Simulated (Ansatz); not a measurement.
Ga₄F₄. Total charge 0; singlet. Geometry r2SCAN-D4/def2-SVP.

```xyz
8

Ga    2.698   -0.431   -0.434
Ga    0.332    1.675    0.393
Ga   -0.336   -1.665   -0.401
Ga   -2.696    0.426    0.446
F     1.523   -1.805    0.351
F    -1.529    1.796   -0.358
F     0.760    0.116   -1.062
F    -0.753   -0.112    1.065
```

Another isomer (singlet) lies 0.35 eV lower at PBE0-D4/def2-TZVP; other spin states weren't run for this one.

(1) Estimate the orbital energies around the gap (eV) in Ansatz with HF/STO-3G, PBE-D4/def2-TZVP, r2SCAN-D4/def2-TZVP, PBE0-D4/def2-SVP, PBE0-D4/def2-TZVP.

Results:

(1) 
```tsv
orbital	HF/STO-3G	PBE-D4/def2-TZVP	r2SCAN-D4/def2-TZVP	PBE0-D4/def2-SVP	PBE0-D4/def2-TZVP
HOMO−13	-7.75	-11.60	-12.16	-13.60	-13.65
HOMO−12	-7.54	-11.24	-11.80	-13.25	-13.33
HOMO−11	-7.50	-10.54	-11.13	-12.53	-12.56
HOMO−10	-7.47	-10.47	-11.04	-12.43	-12.46
HOMO−9	-7.45	-10.30	-10.88	-12.26	-12.28
HOMO−8	-7.34	-9.56	-10.15	-11.53	-11.62
HOMO−7	-7.22	-9.45	-10.05	-11.44	-11.47
HOMO−6	-7.21	-9.35	-9.95	-11.33	-11.41
HOMO−5	-6.71	-9.07	-9.67	-11.05	-11.11
HOMO−4	-6.66	-8.85	-9.45	-10.84	-10.89
HOMO−3	-6.18	-7.31	-7.60	-8.36	-8.40
HOMO−2	-6.08	-6.64	-6.93	-7.62	-7.65
HOMO−1	-5.64	-5.79	-6.07	-6.72	-6.76
HOMO	-5.61	-5.78	-6.05	-6.66	-6.68
LUMO	4.48	-2.41	-2.34	-1.70	-1.73
LUMO+1	4.63	-2.34	-2.25	-1.60	-1.63
LUMO+2	5.10	-1.84	-1.69	-1.03	-1.12
LUMO+3	6.05	-1.33	-1.13	-0.49	-0.58
LUMO+4	7.35	-0.86	-0.70	-0.03	-0.13
LUMO+5	7.45	-0.72	-0.47	0.17	0.01
```
